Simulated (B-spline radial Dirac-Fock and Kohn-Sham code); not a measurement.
**Hf⁴⁵⁺: scattering cross sections and density moments**

System: the Hf⁴⁵⁺ ion, configuration [Ar] 3d9.

These are calculated numbers from a B-spline atomic structure program; the model is configuration-average Dirac-Fock orbitals.

```
Sum of ⟨r⟩                          : 3.868 bohr
Sum of ⟨r²⟩                         : 0.7731 bohr²
Sum of ⟨1/r⟩                        : 434.89 per bohr
Langevin diamagnetic susceptibility : -0.612 × 10⁻⁶ cm³/mol
Lamb shielding (α²/3)Σ⟨1/r⟩         : 7720 ppm
```

Coherent scattering is the Thomson cross section weighted by f₀², without anomalous dispersion; incoherent scattering is Klein-Nishina weighted by S. The Lamb formula is the non-relativistic shielding expression. Electron correlation is left out. A dash stands where the photon energy is too low for the impulse approximation behind that column.

```csv
hν (keV),coherent (b),incoherent (b),incoherent per electron (b)
1,484.3,–,–
2,482.3,–,–
10,425.3,–,–
20,305.6,2.831,0.105
50,106.0,7.116,0.264
100,37.52,9.296,0.344
500,2.118,7.421,0.275
1000,0.5544,5.588,0.207
```

Incoherent scattering overtakes coherent scattering between 100 and 500 keV.
